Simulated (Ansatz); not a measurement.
Reaction (redistribution): `[CH3][InH][Br]` + `O[SiH2][SiH](O)F` → `[OH][InH][Br]` + `C[SiH](F)[SiH2]O`

Isolated molecules relaxed with PBE0-D4/def2-TZVP in Ansatz; ΔE leaves out vibrations. CCSD(T)/CBS adds triple-zeta CCSD(T) − MP2 to the extrapolated MP2 energy (def2 sets, frozen cores). DFT in def2-TZVPP. def2 core potentials past Kr. For Br, In outer-core shells are correlated without core-valence functions, which leaves a few kJ/mol of doubt a bond. Scalar relativity is left out up to krypton. One conformer a species, not always the lowest.

| level | ΔE (kcal/mol) | difference from CCSD(T)/CBS |
| --- | --- | --- |
| PBE0-D4 | 15.2 | -0.1 |
| r2SCANh-D4 | 15.5 | 0.2 |
| r2SCAN0-D4 | 16.3 | 1.0 |
| BHLYP-D4 | 17.1 | 1.8 |
| ωB97X-V | 15.2 | -0.1 |
| BLYP | 14.0 | -1.3 |
| BHLYP | 17.0 | 1.7 |
| CCSD/def2-TZVPP | 16.8 | 1.5 |
| HF/def2-QZVPP | 17.3 | 2.0 |
| CCSD/CBS(def2) | 15.8 | 0.5 |
| CCSD(T)/CBS | 15.3 | 0 |

Largest T1 diagnostic among the species: 0.014.

From r2SCAN to r2SCAN0 (25 % exact exchange), in def2-TZVPP and without D4, ΔE moves by +1.4 kcal/mol. At CCSD(T), def2-SVP lies −1.6 kcal/mol from the extrapolated value and def2-TZVPP +1.1 kcal/mol.
